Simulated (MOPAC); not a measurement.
MOPAC input (PM7):

```
PM7 PRECISE GNORM=0.05 LET XYZ GEO-OK AUX(PRECISION=9) THREADS=1
C4H8OSi

C    -2.12111200 1    0.92514100 1    0.33471800 1
C    -1.12963800 1    0.04767200 1    0.18144600 1
C    -1.32143000 1   -1.44048300 1    0.24247100 1
C     0.25930500 1    0.57114000 1   -0.06349200 1
O     0.49286900 1    1.76252800 1   -0.14504200 1
Si    1.76241900 1   -0.64138500 1   -0.26065100 1
H    -1.92054400 1    1.98710500 1    0.28061200 1
H    -3.14003800 1    0.60670200 1    0.51526600 1
H    -0.72145700 1   -1.88791200 1    1.03929000 1
H    -2.36477100 1   -1.69234300 1    0.42722900 1
H    -1.01995500 1   -1.92003800 1   -0.69246500 1
H     1.92018800 1   -1.46917800 1    0.95974200 1
H     1.54339200 1   -1.55189900 1   -1.41057600 1
H     2.96361900 1    0.18590500 1   -0.48049900 1
```

Output:

```
 *******************************************************************************
 **                                                                           **
 **                              MOPAC v23.2.5                                **
 **                                                                           **
 *******************************************************************************
 ** MOPAC's Digital Object Identifier: https://doi.org/10.5281/zenodo.6511958 **
 **                                                                           **
 ** Please cite the open-source release paper for use of this MOPAC version:  **
 ** J. E. Moussa and J. J. P. Stewart (2026)                                  **
 ** MOPAC: An open-source semiempirical molecular orbital program             **
 ** J. Open Source Softw., 11(119), 8025, https://doi.org/10.21105/joss.08025 **
 *******************************************************************************

                              PM7 CALCULATION RESULTS

 *******************************************************************************
 *  PM7        - The PM7 Hamiltonian to be used
 *  GEO-OK     - OVERRIDE INTERATOMIC DISTANCE AND OTHER SAFETY CHECKS
 *  LET        - OVERRIDE SOME SAFETY CHECKS
 *  PRECISE    - TIGHTER CRITERIA TO BE USED
 *  XYZ        - CARTESIAN COORDINATE SYSTEM TO BE USED
 *  GNORM      - EXIT WHEN GRADIENT NORM DROPS BELOW 0.050
 *  AUX        - OUTPUT AUXILIARY INFORMATION
 *******************************************************************************
PM7 PRECISE GNORM=0.05 LET XYZ GEO-OK AUX(PRECISION=9) THREADS=1
 C4H8OSi

   ATOM   CHEMICAL          X               Y               Z
  NUMBER   SYMBOL      (ANGSTROMS)     (ANGSTROMS)     (ANGSTROMS)

     1       C         -2.12111200  *   0.92514100  *   0.33471800  *
     2       C         -1.12963800  *   0.04767200  *   0.18144600  *
     3       C         -1.32143000  *  -1.44048300  *   0.24247100  *
     4       C          0.25930500  *   0.57114000  *  -0.06349200  *
     5       O          0.49286900  *   1.76252800  *  -0.14504200  *
     6      Si          1.76241900  *  -0.64138500  *  -0.26065100  *
     7       H         -1.92054400  *   1.98710500  *   0.28061200  *
     8       H         -3.14003800  *   0.60670200  *   0.51526600  *
     9       H         -0.72145700  *  -1.88791200  *   1.03929000  *
    10       H         -2.36477100  *  -1.69234300  *   0.42722900  *
    11       H         -1.01995500  *  -1.92003800  *  -0.69246500  *
    12       H          1.92018800  *  -1.46917800  *   0.95974200  *
    13       H          1.54339200  *  -1.55189900  *  -1.41057600  *
    14       H          2.96361900  *   0.18590500  *  -0.48049900  *

          CARTESIAN COORDINATES

    NO.       ATOM           X           Y           Z

     1         C         -2.1211      0.9251      0.3347
     2         C         -1.1296      0.0477      0.1814
     3         C         -1.3214     -1.4405      0.2425
     4         C          0.2593      0.5711     -0.0635
     5         O          0.4929      1.7625     -0.1450
     6        Si          1.7624     -0.6414     -0.2607
     7         H         -1.9205      1.9871      0.2806
     8         H         -3.1400      0.6067      0.5153
     9         H         -0.7215     -1.8879      1.0393
    10         H         -2.3648     -1.6923      0.4272
    11         H         -1.0200     -1.9200     -0.6925
[...]
            Atom       Atom       Distance
            H    14    H    10     5.93836
            H     7    H    11     4.02200
            O     5    H    13     3.57340

          SCF CALCULATIONS        =        170

   ATOM   CHEMICAL          X               Y               Z
  NUMBER   SYMBOL      (ANGSTROMS)     (ANGSTROMS)     (ANGSTROMS)

     1       C         -1.52898722  *   0.56132994  *   1.29780751  *
     2       C         -1.05180244  *  -0.05006605  *   0.21358607  *
     3       C         -1.75071520  *  -1.16376004  *  -0.48618679  *
     4       C          0.23012184  *   0.37198028  *  -0.44000013  *
     5       O          0.19696130  *   1.05445460  *  -1.43594923  *
     6      Si          1.83544745  *  -0.21961537  *   0.32596335  *
     7       H         -1.04863649  *   1.38963249  *   1.79578207  *
     8       H         -2.46001249  *   0.28637593  *   1.77102723  *
     9       H         -1.22953210  *  -2.12432087  *  -0.36555900  *
    10       H         -2.77568910  *  -1.31023815  *  -0.11563563  *
    11       H         -1.82947804  *  -0.96624475  *  -1.56855397  *
    12       H          1.92921070  *   0.36003672  *   1.65431615  *
    13       H          1.78666695  *  -1.66964801  *   0.39071290  *
    14       H          2.95127811  *   0.21299470  *  -0.49732494  *

                             CARTESIAN COORDINATES

   1    C       -1.528987225     0.561329943     1.297807507
   2    C       -1.051802443    -0.050066050     0.213586065
   3    C       -1.750715195    -1.163760040    -0.486186792
   4    C        0.230121839     0.371980281    -0.440000135
   5    O        0.196961305     1.054454597    -1.435949227
   6   Si        1.835447455    -0.219615371     0.325963347
   7    H       -1.048636491     1.389632491     1.795782072
   8    H       -2.460012492     0.286375929     1.771027227
   9    H       -1.229532099    -2.124320867    -0.365559001
  10    H       -2.775689101    -1.310238146    -0.115635629
  11    H       -1.829478039    -0.966244746    -1.568553969
  12    H        1.929210700     0.360036724     1.654316152
  13    H        1.786666946    -1.669648007     0.390712903
  14    H        2.951278110     0.212994700    -0.497324942

           Empirical Formula: C4 H8 O Si  =    14 atoms

      MOLECULAR POINT GROUP   :   C1

                  EIGENVALUES
 -31.49848 -28.65864 -24.47437 -22.97169 -19.16522 -17.33128 -16.13171 -15.55852
 -14.97083 -13.98402 -13.71608 -13.44147 -13.03013 -12.84678 -12.69563 -10.44077
  -9.59978   0.27567   0.56437   1.05089   2.24476   2.36089   3.59935   4.13936
   4.95528   5.24291   5.39520   5.64194   5.85164   6.28345   6.58084   7.60842
  20.34964  20.43667  21.15163  21.16434  21.25789

              NET ATOMIC CHARGES AND DIPOLE CONTRIBUTIONS

  ATOM NO.   TYPE          CHARGE      No. of ELECS.   s-Pop       p-Pop       d-Pop
    1          C          -0.324218        4.3242     1.09164     3.23258
    2          C          -0.051029        4.0510     1.08600     2.96503
    3          C          -0.445403        4.4454     1.04774     3.39766
    4          C           0.267662        3.7323     1.17734     2.55499
    5          O          -0.377890        6.3779     1.87758     4.50031
    6         Si           0.026015        3.9740     0.91127     2.93635     0.12637
    7          H           0.151816        0.8482     0.84818
    8          H           0.154467        0.8455     0.84553
    9          H           0.158744        0.8413     0.84126
   10          H           0.160701        0.8393     0.83930
   11          H           0.170158        0.8298     0.82984
   12          H           0.034551        0.9654     0.96545
   13          H           0.031401        0.9686     0.96860
   14          H           0.043024        0.9570     0.95698
 DIPOLE           X         Y         Z       TOTAL
 POINT-CHG.     0.586    -2.178     2.252     3.188
 HYBRID        -0.746     0.340    -0.500     0.960
 SUM           -0.159    -1.839     1.753     2.545

          ATOMIC ORBITAL ELECTRON POPULATIONS

     Atom    s        px        py        pz      x^2-y^2     xz        z^2       yz        xy
    1  C   1.09164   1.11740   1.07897   1.03621
    2  C   1.08600   0.99369   0.98642   0.98492
    3  C   1.04774   1.15057   1.08964   1.15745
    4  C   1.17734   0.99543   0.74405   0.81552
    5  O   1.87758   1.90479   1.31233   1.28319
    6 Si   0.91127   0.90510   1.02030   1.01095   0.03982   0.02946   0.02627   0.01522   0.01560
    7  H   0.84818
    8  H   0.84553
    9  H   0.84126
   10  H   0.83930
   11  H   0.82984
   12  H   0.96545
   13  H   0.96860
   14  H   0.95698

 **********************
 *                    *
 * JOB ENDED NORMALLY *
 *                    *
 **********************

 == MOPAC DONE ==
```

The geometry given is a B3LYP-D3(BJ)/def2-TZVP minimum.
